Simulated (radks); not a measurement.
Results of a calculation; reference values are marked as such.
N III, 5 electrons, occupied as [He] 2s2 2p1 (the NIST ground configuration). Code: a radial shooting solver on a logarithmic mesh with Libxc functionals. Model: scalar-relativistic Kohn-Sham, PBEsol, spin-polarised, spherical densities, finite nucleus; open shells are filled with parallel spins first; Fermi nuclear charge, rms radius 2.5582 fm.

Normalised radial functions P(r) = r R(r), r in bohr:

r	1s down	2s down
0.01321	0.4238	0.1087
0.0179	0.5556	0.1424
0.02426	0.7200	0.1843
0.03287	0.9185	0.2345
0.04455	1.1473	0.2915
0.06038	1.3930	0.3507
0.08183	1.6281	0.4023
0.1109	1.8086	0.4300
0.1503	1.8774	0.4101
0.2021	1.7858	0.3183
0.2739	1.5079	0.1275
0.3712	1.0870	-0.1610
0.503	0.6353	-0.5038
0.6817	0.2819	-0.8094
0.9239	0.0868	-0.9574
1.252	0.0163	-0.8693
1.697	0.0016	-0.5929
2.3	0.0001	-0.2882
3.117	0.0000	-0.0914
4.224	0.0000	-0.0164

1s down: eigenvalue -421.55 eV, 0 radial nodes, <r> = 0.230 bohr, 90 % of the charge inside 0.411 bohr. 2s down: eigenvalue -47.599 eV, 1 radial node at r = 0.317 bohr, <r> = 1.18 bohr, 90 % of the charge inside 1.85 bohr.
